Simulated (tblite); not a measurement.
Isomers of C5H14NPSi. All values are computed: GFN2-xTB (tblite) harmonic vibrations without scaling, gas phase. Against measured fundamentals such values can be off by several per cent, at times by over 20. Modes of hydrogen on phosphorus and silicon can be 10 to 20 % off. One conformer each.

Electronic energies: GFN2-xTB at the same geometries; isomer energies are rough at this level and their order can be wrong.

```csv
SMILES,"electronic energy, lowest = 0 (kJ/mol)"
CCN(C)P1C[C@H]1[SiH3],74.7
CN([SiH2]P)C1CCC1,0.0
C=CP([SiH3])CN(C)C,139.9
CC(C)(C)/C=N\[SiH2]P,12.8
```

**Question.** How do GFN2-xTB zero-point energies change the relative energies?

**Answer.** 
```
               SMILES  ZPE (kJ/mol)  of it from modes above 1550 cm⁻¹  electronic (kJ/mol)  with ZPE, lowest = 0 (kJ/mol)  lowest mode (cm⁻¹)  rings
    CN([SiH2]P)C1CCC1         467.4                             232.7                  0.0                            0.0                  36      1
 CC(C)(C)/C=N\[SiH2]P         460.0                             245.8                 12.8                            5.4                  38      0
CCN(C)P1C[C@H]1[SiH3]         462.9                             237.4                 74.7                           70.2                  51      1
   C=CP([SiH3])CN(C)C         459.0                             245.6                139.9                          131.4                  44      0
```

The zero-point energies span 8.4 kJ/mol, from `C=CP([SiH3])CN(C)C` to `CN([SiH2]P)C1CCC1`. The order is unchanged.

**Question.** What do entropy and thermal enthalpy add at 298.15 K and 1 bar (rigid rotor, harmonic oscillator, one conformer each)?

**Answer.** 
| SMILES | point group | symmetry number | S (J/(mol K)) | H − H(0) (kJ/mol) | ZPE + H − H(0) − TS (kJ/mol) |
| --- | --- | --- | --- | --- | --- |
| CN([SiH2]P)C1CCC1 | C1 | 1 | 438.7 | 31.80 | 368.5 |
| CC(C)(C)/C=N\[SiH2]P | C1 | 1 | 460.7 | 35.30 | 358.0 |
| CCN(C)P1C[C@H]1[SiH3] | C1 | 1 | 449.5 | 33.86 | 362.8 |
| C=CP([SiH3])CN(C)C | C1 | 1 | 454.3 | 34.93 | 358.5 |
